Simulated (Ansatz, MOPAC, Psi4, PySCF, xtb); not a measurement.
Noncovalent pair: H2O (SMILES O) (first 3 atoms) with AsH3 (SMILES [AsH3]); geometry from B3LYP-D3(BJ)/def2-TZVP, rigid monomers moved along the line of their centres of mass till H3···As4 is 4.85 Å.
(charge 0, multiplicity 1):
```tsv
atom	x (Å)	y (Å)	z (Å)
O	-0.0488	0.6324	-0.5999
H	-0.9101	0.3057	-0.8787
H	-0.0010	0.4395	0.3458
As	0.4284	-1.0878	4.9316
H	-0.0013	-0.3979	6.2176
H	1.8427	-1.3313	5.4349
H	-0.0620	-2.4497	5.4011
```

Monomers are frozen at their geometry in the pair; levels with a basis set take the counterpoise correction. Rows marked so take none.

Correlated levels freeze the cores. Filled d and f shells under p-block atoms count as core. CBS(a, b) extrapolates the correlation energy as X⁻³ and adds the Hartree–Fock energy of set b. Rows in 3-21G, 6-31G* carry no dispersion term and start afresh at each structure (6-31G* with six Cartesian d functions); the Pople sets are all-electron and without relativity. MP2/6-31G* freezes PySCF's default core, which leaves 3d correlated. The state reached by PM3 isn't checked.

Codes used: Ansatz (Gaussian orbitals); MOPAC for PM3 (differences of heats of formation); Psi4 for SAPT; PySCF for 3-21G rows, 6-31G* rows; xtb for the GFN methods. Each number belongs to the level named beside it.

```json
[
 {"level": "GFN-FF", "interaction energy (kcal/mol)": "-0.07"},
 {"level": "PM3", "interaction energy (kcal/mol)": "-0.10"},
 {"level": "HF/6-31G*", "interaction energy (kcal/mol)": "-0.40"},
 {"level": "HF/aug-cc-pVDZ", "interaction energy (kcal/mol)": "-0.35"},
 {"level": "B3LYP/3-21G (no counterpoise)", "interaction energy (kcal/mol)": "-0.43"},
 {"level": "B3LYP/def2-TZVPPD", "interaction energy (kcal/mol)": "(withheld)"},
 {"level": "MP2/6-31G*", "interaction energy (kcal/mol)": "-0.45"},
 {"level": "CCSD(T)/CBS(aug-cc-pVDZ, aug-cc-pVTZ)", "interaction energy (kcal/mol)": "-0.35"},
 {"level": "SAPT0/aug-cc-pVDZ", "interaction energy (kcal/mol)": "-0.42"}
]
```

**Question.** Complete the blanks.

**Answer.** 
- B3LYP/def2-TZVPPD, interaction energy (kcal/mol): -0.24

Ansatz is a quantum-chemistry and plane-wave program.
